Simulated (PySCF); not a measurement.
Two species compared at the same levels of theory.

First species: C7H6F2.
InChI=1S/C7H6F2/c1-3-4-6(2)5-7(8)9/h1,5H,2,4H2

Second species: C4H8S3Si.
Z-matrix (Å and degrees, GFN2-xTB geometry), rows numbered from 1:
```
C 
C   1  1.4828
S   2  1.6247  1  122.48
Si  2  1.8875  1  120.63  3   179.25
S   4  2.1450  2  110.55  1    43.88
C   5  1.8218  4   93.08  2  -143.84
C   6  1.5094  5  110.58  4    50.24
S   7  1.8296  6  111.81  5   -59.72
H   1  1.0920  2  109.55  3  -117.67
H   1  1.0916  2  109.53  3   125.05
H   1  1.0878  2  111.28  3     3.37
H   4  1.4543  2  112.08  1   168.70
H   6  1.0897  5  108.15  4   -72.08
H   6  1.0896  5  106.52  4   170.45
H   7  1.0895  6  110.79  5  -177.94
H   7  1.0900  6  110.86  5    60.43
```

Levels: CAM-B3LYP/def2-SVPD for HOMO energy, LUMO energy, HOMO–LUMO gap and static isotropic polarisability; TDDFT CAM-B3LYP/def2-SVPD for lowest singlet excitation; TDA CAM-B3LYP/def2-SVPD for lowest triplet excitation (Tamm–Dancoff). Geometries: GFN2-xTB. All species are isolated and taken at one optimised geometry, non-relativistic unless stated; the electronic structure was computed with PySCF and density fitting.

The conformers computed, where there is a choice (atom-mapped SMILES and torsion angles):
- `[CH:1]#[C:2][CH2:3][C:4](=[CH2:5])[CH:6]=[C:7]([F:8])[F:9]`: C2–C3–C4–C5 0°, C3–C4–C6–C7 0°

The conformers of `CC(=S)[SiH]1SCCS1` aren't listed.

```csv
property,column X,column Y
HOMO energy,-8.21 eV,-7.80 eV
LUMO energy,0.23 eV,-1.58 eV
HOMO–LUMO gap,8.44 eV,6.22 eV
lowest singlet excitation,6.06 eV,2.06 eV
lowest triplet excitation (Tamm–Dancoff),3.38 eV,1.54 eV
static isotropic polarisability,84.5 au,132.3 au
```

Q: Which column belongs to which species?

A: Column X is the first species and column Y the second. The first has 15 atoms and 66 electrons, the second 16 and 94.

Q: How does each property change from the first species to the second?

A: HOMO energy +0.41 eV; LUMO energy -1.81 eV; HOMO–LUMO gap -2.22 eV; lowest singlet excitation -4.00 eV; lowest triplet excitation (Tamm–Dancoff) -1.84 eV; static isotropic polarisability +47.8 au.

On the first: The principal polarisabilities are 53.6, 81.0 and 118.9 au; their mean is the isotropic value. No computed singlet falls in the visible range (750 to 380 nm, 1.65 to 3.26 eV); S1 lies 2.80 eV above its blue end.

On the second: The 8 singlets span 2.06 to 5.82 eV, and their oscillator strengths add up to 0.31. 1 of the 8 computed singlets lies in the visible range (750 to 380 nm, 1.65 to 3.26 eV), with an oscillator strength of 0.000.
